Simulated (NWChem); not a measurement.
Species: TiH3O3 cation; SMILES [OH][Ti+]([OH])[OH]

```xyz
7

Ti     0.0000     0.0000     0.2601
O     -0.3033    -1.6323    -0.1652
H     -0.1131    -2.4852    -0.5861
O     -1.2620     1.0788    -0.1652
H     -2.0957     1.3405    -0.5861
O      1.5653     0.5535    -0.1652
H      2.2087     1.1447    -0.5861
```
Atoms are numbered in this order, from 1.

All runs: NWChem. Pople sets run with spherical d functions. Structure relaxed at the PBE0/def2-SVP level. The spin multiplicity was typed, not searched, and may not be the lowest. Total energies compare along this basis series because the functional is fixed.

| level | basis functions | energy (Ha) | highest occupied level (eV) | orbital gap (eV) |
|---|---|---|---|---|
| PBE/STO-3G | 36 | -1064.6161 | -9.78 | 3.55 |
| PBE/3-21G | 60 | -1071.0225 | -12.50 | 3.54 |
| PBE/6-31G* | 82 | -1076.3091 | (withheld) | (withheld) |

**Question.** Complete the blanks.

**Answer.** 
- PBE/6-31G*, highest occupied level (eV): -13.02
- PBE/6-31G*, orbital gap (eV): 3.64
